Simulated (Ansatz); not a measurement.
A CCSD(T) single point on GaH4P, SMILES `[PH2][GaH2]`.

```yaml
crystal:
  periodic: [false, false, false]
  atoms:
    - {symbol: P, position_ang: [-0.676671, -1.221053, -0.010807]}
    - {symbol: Ga, position_ang: [-0.006759, 0.988110, -0.033346]}
    - {symbol: H, position_ang: [0.107576, -1.586095, 1.113617]}
    - {symbol: H, position_ang: [0.266274, -1.655768, -0.977506]}
    - {symbol: H, position_ang: [0.258557, 1.692057, -1.409690]}
    - {symbol: H, position_ang: [0.051023, 1.782759, 1.317731]}
basis:
  gaussian: {orbitals: def2-TZVPP}
correlation: {method: ccsd_t}
output: {orbitals: {seedname: orbitals}}
```

```sh
$ ansatz run in.yaml --threads 2 --pin off --events-out ev --progress --plain --max-ram 4352MiB
```

Log, shortened:

```
Functional definition: HF
867 factors; integrals over basis functions are off by at most 7.6e-4 eV
mean field evaluation 1: about -61668.5718 eV, gradient 1.4e1 eV
mean field evaluation 2: about -61668.6801 eV, gradient 1.4e1 eV
mean field evaluation 4: about -61669.5887 eV, gradient 3.1e0 eV
mean field evaluation 8: about -61669.6159 eV, gradient 2.0e-1 eV
mean field evaluation 16: about -61669.6163 eV, gradient 1.7e-6 eV
mean field -61669.61626978 eV, -2266.3165967473 hartree, gradient 1.7e-6 eV, S^2 0.000000; 0 other end points of the search recorded, 0 dependent functions left out
14 core orbitals not correlated: weight in the atoms' cores, before any rotation towards them, 1.000 or more for the frozen orbitals, at most 0.000 for the correlated occupied ones
reference -61669.61626978 eV, -2266.3165967473 hartree; 11, 11 occupied and 121, 121 virtual orbitals, 867 factors
second order -10.73135004 eV of doubles, -0.00000000 eV of singles
cycle   1  -10.99607493 eV  change   -2.6e-1 eV  update   9.6e-2
cycle   2  -11.45301411 eV  change   -4.6e-1 eV  update   3.0e-2
cycle   3  -11.51784023 eV  change   -6.5e-2 eV  update   1.5e-2
cycle   4  -11.51337646 eV  change    4.5e-3 eV  update   3.8e-3
cycle   5  -11.51231715 eV  change    1.1e-3 eV  update   1.5e-3
cycle   6  -11.51175925 eV  change    5.6e-4 eV  update   5.8e-4
cycle   7  -11.51170024 eV  change    5.9e-5 eV  update   2.2e-4
cycle   8  -11.51177979 eV  change   -8.0e-5 eV  update   8.6e-5
cycle   9  -11.51177499 eV  change    4.8e-6 eV  update   3.0e-5
cycle  10  -11.51176269 eV  change    1.2e-5 eV  update   1.1e-5
perturbative correction -0.46300805 eV, -0.0170152319 hartree
Total energy: -61681.59104052 eV, -2266.7566614551 hartree
```

It took 26 s on 2 threads of an Arm Neoverse N1 on a shared host, with 0.82 GiB of host memory at the peak.

The correlation energy is -11.975 eV, 3.9 % of it from (T); the T1 diagnostic reads 0.0141.
